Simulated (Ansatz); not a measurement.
`OB(F)[SiH2]S` + H₂Te → `S[SiH2][TeH]` + `OBF`  (cleavage of the Si–B bond)

Calculated with Ansatz (gas phase, PBE0-D4/def2-TZVP geometries, no zero-point term in ΔE). CCSD(T)/CBS adds triple-zeta CCSD(T) − MP2 to the extrapolated MP2 energy (def2 sets, frozen cores). This one scheme is used for every species. DFT in def2-TZVPP. def2 core potentials past Kr. For Te outer-core shells are correlated without core-valence functions, which leaves a few kJ/mol of doubt a bond. Each species was taken in one conformer, which may not be the lowest.

`OB(F)[SiH2]S`:

Cartesian coordinates in Å:
```
O 0.179 0.386 1.718
B 0.055 -0.636 0.848
F 0.032 -1.887 1.315
Si -0.057 -0.262 -1.145
S -0.580 1.790 -1.468
H 0.242 0.106 2.639
H 1.242 -0.615 -1.784
H -1.108 -1.084 -1.799
H -0.006 2.203 -0.325
```

H₂Te:

Z-matrix (Å, degrees):
```
Te
H 1 1.656
H 1 1.656 2 90.4
```

`S[SiH2][TeH]`:

Z-matrix (Å, degrees):
```
Si
Te 1 2.496
S 1 2.132 2 109.4
H 1 1.482 2 112.9 3 115.0
H 1 1.484 2 107.9 3 -123.5
H 2 1.659 1 91.3 3 150.9
H 3 1.344 1 94.6 2 -57.3
```

`OBF`:

Z-matrix (Å, degrees):
```
B
O 1 1.344
F 1 1.332 2 120.3
H 1 1.192 2 120.1 3 -180.0
H 2 0.963 1 113.4 3 -0.0
```

```json
{"level": "PBE0-D4", "ΔE (kJ/mol)": "-83.4"}
{"level": "ωB97X-V", "ΔE (kJ/mol)": "-78.5"}
{"level": "B2PLYP", "ΔE (kJ/mol)": "-85.0"}
{"level": "HF/def2-TZVPP", "ΔE (kJ/mol)": "-87.3"}
{"level": "CCSD/def2-TZVPP", "ΔE (kJ/mol)": "-79.9"}
{"level": "CCSD(T)/def2-TZVPP", "ΔE (kJ/mol)": "-80.3"}
{"level": "HF/def2-QZVPP", "ΔE (kJ/mol)": "-87.9"}
{"level": "MP2/def2-QZVPP", "ΔE (kJ/mol)": "-100.0"}
```

**Question.** What does CCSD(T)/CBS give? (An estimate is asked.)

**Answer.** Ansatz gave: -88.8 kJ/mol. The listed levels differ from it by 5.4, 10.3, 3.8, 1.5, 8.9, 8.5, 0.9, -11.2 kJ/mol.

Largest T1 diagnostic among the species: 0.013.

From PBE to PBE0 (25 % exact exchange), in def2-TZVPP and without D4, ΔE moves by −3.9 kJ/mol.
